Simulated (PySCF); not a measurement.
Species: C8H8O.
Numbering: `[OH:1][c:2]1[cH:3][cH:4][cH:5][c:6]2[c:7]1[CH2:8][CH2:9]2` (hydrogens: H10 on O1; H11 on C3; H12 on C4; H13 on C5; H14, H15 on C8; H16, H17 on C9)

Computed, not measured: PBE0-D3(BJ)/def2-SVP geometry optimisation, gas phase in PySCF.

Some entries are withheld. Bonds in one row agree within 0.01 Å.

```csv
coordinate,value
O1–C2,1.348 Å
C2–C3,?
C3–C4,1.400 Å
C4–C5,1.400 Å
C5–C6,?
C6–C7,?
C7–C8,1.509 Å
C8–C9,1.569 Å
C2–C7,1.391 Å
C6–C9,?
O1–H10,0.963 Å
C3–H11,1.095 Å
C4–H12,1.093 Å
C5–H13,1.092 Å
"C8–H14, C8–H15",1.101 Å
"C9–H16, C9–H17",1.101 Å
O1–C2–C3,123.5°
O1–C2–C7,120.8°
C3–C2–C7,115.7°
C2–C3–C4,121.9°
C3–C4–C5,?
C4–C5–C6,115.2°
C5–C6–C7,?
C5–C6–C9,143.9°
C7–C6–C9,92.9°
C6–C7–C8,93.9°
C2–C7–C6,121.9°
C2–C7–C8,144.2°
C7–C8–C9,?
C6–C9–C8,86.9°
```

Problem. Fill in the missing values.

Solution. 
- C2–C3 = 1.405 Å, aromatic (aromatic carbon bearing oxygen to aromatic CH carbon); 0.05 Å below the sum of covalent radii, 1.46 Å.
- C5–C6 = 1.388 Å, aromatic (aromatic CH carbon to substituted aromatic carbon); 0.07 Å below the sum of covalent radii, 1.46 Å.
- C6–C7 = 1.391 Å, aromatic (both ends substituted aromatic carbon); 0.07 Å below the sum of covalent radii, 1.46 Å.
- C6–C9 = 1.514 Å, drawn single (substituted aromatic carbon to benzylic-type carbon); 0.02 Å above the sum of covalent radii, 1.49 Å.
- C3–C4–C5 = 122.1°, at the aromatic CH carbon, inside a 6-membered ring; the outer atoms are 2.450 Å apart.
- C5–C6–C7 = 123.2°, at the substituted aromatic carbon, inside a 6-membered ring; the outer atoms are 2.445 Å apart.
- C7–C8–C9 = 86.4°, at the benzylic-type carbon, inside a 4-membered ring; the outer atoms are 2.107 Å apart.

Radii are Cordero's, carbon taken as 0.76, 0.73 or 0.69 Å for four, three, and two or fewer neighbours.

No PBE0-D3(BJ)/def2-SVP frequencies stand behind this structure, so it isn't proved a minimum. The numbers are those of one conformer (H–O1–C2–C3 0°).
